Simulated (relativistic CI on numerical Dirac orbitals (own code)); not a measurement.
# Ligand-field terms of d3

Computed with a parametric ligand-field model of a d^n configuration (Racah B and C, spin-orbit zeta, crystal field), exact diagonalisation.

Field parameters in Wybourne normalisation: Oh B⁴₀ = 21Dq, B⁴₄ = √(5/14) B⁴₀; Td as Oh with Dq negative (B⁴₀ = 21Dq, B⁴₄ = √(5/14) B⁴₀). The field is a parameter set, without covalency.

Question: Ground term and bands for B = 1010, C = 3610, ζ = 0 cm⁻¹, Oh, 10Dq = 15950 cm⁻¹?

Answer: Ground term 4A2 with 0.00 electrons in the two orbitals of the cubic e set. Spin-allowed: 4T2 15950 cm⁻¹ (627 nm), 4T1 24537 cm⁻¹ (408 nm), 4T1 38463 cm⁻¹ (260 nm). Lowest spin-forbidden: 2E 17873 cm⁻¹ (559 nm), 2T1 18877 cm⁻¹ (530 nm), 2T2 26020 cm⁻¹ (384 nm). With an A2 ground term the first spin-allowed band lies at |10Dq| itself.

Question: Ground term and bands for B = 990, C = 4620, ζ = 0 cm⁻¹, Oh, 10Dq = 34800 cm⁻¹?

Answer: Ground term 4A2 with 0.00 electrons in the two orbitals of the cubic e set. Spin-allowed: 4T2 34800 cm⁻¹ (287 nm), 4T1 45382 cm⁻¹ (220 nm), 4T1 73868 cm⁻¹ (135 nm). Lowest spin-forbidden: 2E 21428 cm⁻¹ (467 nm), 2T1 22217 cm⁻¹ (450 nm), 2T2 33223 cm⁻¹ (301 nm). With an A2 ground term the first spin-allowed band lies at |10Dq| itself.

Question: A d3 ion in Oh symmetry has the ground term 4A2 and bands at 2E 13108 cm⁻¹ (763 nm), 2T1 13585 cm⁻¹ (736 nm), 2T2 20309 cm⁻¹ (492 nm), 4T2 21100 cm⁻¹ (474 nm), 4T1 27514 cm⁻¹ (363 nm), 4T1 44786 cm⁻¹ (223 nm). Which parameters reproduce them?

Answer: B = 600, C = 2840, ζ = 0 cm⁻¹, Oh, 10Dq = 21100 cm⁻¹.

Question: Ground term and bands for B = 380, C = 1630, ζ = 0 cm⁻¹, Td, 10Dq = -6800 cm⁻¹?

Answer: Ground term 4T1 with 1.96 electrons in the two orbitals of the cubic e set. Spin-allowed: 4T2 6146 cm⁻¹ (1627 nm), 4T1 11191 cm⁻¹ (894 nm), 4A2 12946 cm⁻¹ (772 nm). Lowest spin-forbidden: 2E 955 cm⁻¹, 2T1 6798 cm⁻¹ (1471 nm), 2T2 7078 cm⁻¹ (1413 nm).

Question: A d3 ion in Oh symmetry has the ground term 4A2 and bands at 4T2 3750 cm⁻¹ (2667 nm), 4T1 6388 cm⁻¹ (1565 nm), 2E 10819 cm⁻¹ (924 nm), 2T1 11255 cm⁻¹ (889 nm), 4T1 12962 cm⁻¹ (771 nm), 2A1 13260 cm⁻¹ (754 nm). Which parameters reproduce them?

Answer: B = 540, C = 2450, ζ = 0 cm⁻¹, Oh, 10Dq = 3750 cm⁻¹.
